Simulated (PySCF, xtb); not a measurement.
BiF₂, SMILES [F][Bi+][F] (connectivity only; charge and spin as stated), charge +1, multiplicity 1.

Harmonic wavenumbers (cm⁻¹) from GFN2-xTB (xtb) at its own minimum, in rising order: 175, 486, 487.

Q: What does PySCF with PBE-D3(BJ)/def2-TZVP give at its own minimum? (An estimate is asked for; the answer gives what the named calculation found.)

A: 180, 623, 633. Paired by order, the mean absolute difference is 96 cm⁻¹ and the zero-point energies are 1.6 and 2.1 kcal/mol.
